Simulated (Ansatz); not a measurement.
`F[CH2][AlH][Br]`. The species carries charge 0 and has multiplicity 1.

```xyz
7

F     0.9476   -1.6224    0.0901
C     0.8947   -0.2517   -0.1389
Al   -0.9149    0.5056    0.0988
Br   -2.6127   -0.8499    0.6795
H     1.2657   -0.0615   -1.1554
H     1.6117    0.2345    0.5368
H    -1.1920    2.0455   -0.1109
```

(1) What are the harmonic wavenumbers in cm⁻¹ at PBE0-D4/def2-TZVP (Ansatz, finite differences of forces, unscaled)? (An estimate is asked.)

(2) Is this a minimum?

(3) Give the ideal-gas thermochemistry at 298.15 K and 1 bar (rigid rotor, harmonic oscillator; point group Cs, symmetry number 1).

Results:

(1) The calculation gave: 63, 79, 305, 374, 403, 554, 650, 695, 1062, 1243, 1276, 1449, 1954, 3008, 3052.

(2) Yes, all 15 modes are real.

(3) Zero-point energy 96.7 kJ/mol; H(298) − E = 114.9 kJ/mol; entropy 340.3 J/(mol·K), of which translation 170.6, rotation 115.0, vibration 54.7; G(298) − E = 13.4 kJ/mol. Modes under 100 cm⁻¹ are hindered rotations or soft bends, so the harmonic entropy is rough.
